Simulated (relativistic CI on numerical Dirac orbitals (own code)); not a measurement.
Sensitivity of the levels of Gd²⁸⁺ to α and to the nuclear radius

Method of calculation: Dirac-Coulomb-Breit CI, orbitals from a KLI potential per configuration, derivatives by finite differences, unscaled Slater integrals, QED left out (own radial code, finite nucleus).

CI space (outside the closed core [Ar] 3d10): 4s²4p⁶, 4s²4p⁵4d, 4s4p⁶4d, 4s²4p⁵4f, 4s4p⁶4f, 4p⁶4d², 4p⁵4d³, 4p⁵4d²4f. Double excitations out of closed p, d and f shells are left out; levels of such configurations are missing from the list, as are those of other unlisted configurations, and high levels can miss mixing partners.

With x = (α/α₀)² − 1 an excitation energy changes as ω = ω₀ + qx; K = 2q/ω₀ is the relative enhancement. Terms are leading LS components, so labels can repeat. The field-shift factor is F = δν/δ⟨r²⟩ for the transition from the lowest level.

Lowest level 4s²4p⁶ ¹S0.

| Level | ω₀ (cm⁻¹) | q (cm⁻¹) | K | F (GHz/fm²) |
| --- | --- | --- | --- | --- |
| 4s²4p⁵4d ³P°0 | 918102 | 25220 | 0.0549 | 4.5 |
| 4s²4p⁵4d ³P°1 | 942286 | 34850 | 0.074 | 4.57 |
| 4s²4p⁵4d ³F°3 | 966656 | 28040 | 0.058 | 3.96 |
| 4s²4p⁵4d ³D°2 | 975041 | 31000 | 0.0636 | 4.43 |
| 4s²4p⁵4d ³F°4 | 1010759 | 94410 | 0.187 | 4.85 |
| 4s²4p⁵4d ¹D°2 | 1027387 | 95560 | 0.186 | 5.32 |
| 4s²4p⁵4d ³D°3 | 1064710 | 93740 | 0.176 | 5.86 |
| 4s²4p⁵4d ³D°1 | 1149367 | 147800 | 0.257 | 0.455 |
| 4s²4p⁵4d ³F°2 | 1287232 | 403600 | 0.627 | -23.1 |
| 4s²4p⁵4d ³D°2 | 1361075 | 470800 | 0.692 | -21.1 |
| 4s²4p⁵4d ¹F°3 | 1376102 | 473400 | 0.688 | -21.7 |
| 4s²4p⁵4d ¹P°1 | 1462799 | 348100 | 0.476 | -16.2 |
| 4s4p⁶4d ³D1 | 1943153 | 420100 | 0.432 | -563 |
| 4s4p⁶4d ³D2 | 1965993 | 444100 | 0.452 | -579 |
| 4s4p⁶4d ³D3 | 2019304 | 501700 | 0.497 | -581 |
| 4s4p⁶4d ¹D2 | 2104741 | 520100 | 0.494 | -644 |
| 4s²4p⁵4f ³G5 | 2213356 | 103300 | 0.0934 | 14.8 |
| 4s²4p⁵4f ³G4 | 2215215 | 91890 | 0.083 | 14.5 |
| 4s²4p⁵4f ³D1 | 2223393 | 148700 | 0.134 | -85.1 |
| 4s²4p⁵4f ³D2 | 2236916 | 151800 | 0.136 | -76.9 |
| 4s²4p⁵4f ³F3 | 2237760 | 95310 | 0.0852 | 11.1 |
| 4s²4p⁵4f ³D3 | 2255009 | 147500 | 0.131 | -51.1 |
| 4s²4p⁵4f ³F4 | 2258556 | 104300 | 0.0923 | 15 |

At this charge energies of transitions that change n are usually good to better than 1 %, and those within a shell (Δn = 0) to a few per cent.
